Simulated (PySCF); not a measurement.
**SMILES n1c(C=O)cc(C)nn1, C$_{5}$H$_{5}$N$_{3}$O**

Geometry:
```
atom   x (Å)   y (Å)   z (Å)
  C1  -2.358  -0.333   0.043
  C2  -0.995   0.237  -0.121
  C3   0.167  -0.478   0.184
  C4   1.360   0.202  -0.030
  C5   2.683  -0.413   0.242
  O6   2.829  -1.529   0.660
  N7   1.361   1.455  -0.497
  N8   0.251   2.046  -0.755
  N9  -0.897   1.482  -0.582
 H10  -2.464  -1.228  -0.569
 H11  -3.100   0.402  -0.257
 H12  -2.523  -0.616   1.081
 H13   0.159  -1.490   0.561
 H14   3.526   0.263   0.019
```

Method used: GIAO BHandHLYP/pcSseg-1 magnetisability, rotational g tensor and spin-rotation constants, non-relativistic, gas phase (PySCF 2.14.0). Geometry: GFN2-xTB.

Task: What are the magnetisability and the molar susceptibility?

Result: Isotropic -922 × 10⁻³⁰ J/T², or -55.5 × 10⁻⁶ cm³/mol; principal values -1799, -533, -433 × 10⁻³⁰ J/T², anisotropy 1319 × 10⁻³⁰ J/T² (root of half the summed squared differences of the principal values). The susceptibility is in cgs units.

Task: Split it along the inertial axes a, b, c into diamagnetic and paramagnetic parts about the centre of mass, with the quadrupole moment.

Result: 
| axis | χ (10⁻⁶ cm³/mol) | diamagnetic (10⁻⁶ cm³/mol) | paramagnetic (10⁻⁶ cm³/mol) | summed x² of all electrons (Å²) | quadrupole Θ (D Å) |
| --- | --- | --- | --- | --- | --- |
| a | -29.1 | -458.6 | 429.5 | 221.5 | -3.35 |
| b | -29.0 | -991.0 | 961.9 | 96.0 | -3.28 |
| c | -108.3 | -1347.2 | 1238.8 | 12.1 | +6.62 |

Anisotropies 2χaa − χbb − χcc = +79.2 and 2χbb − χaa − χcc = +79.4 × 10⁻⁶ cm³/mol. Θ is traceless in Buckingham's convention.

Task: And the rotational g tensor?

Result: 
| axis | rotational constant (GHz) | g | nuclear part | electronic part |
| --- | --- | --- | --- | --- |
| a | 3.2757 | -0.1015 | 0.5595 | -0.6610 |
| b | 1.2961 | -0.0403 | 0.5455 | -0.5857 |
| c | 0.9340 | +0.0032 | 0.5468 | -0.5436 |

Asymmetric top; isotopes 12C, 1H, 14N, 16O; no vibrational averaging.
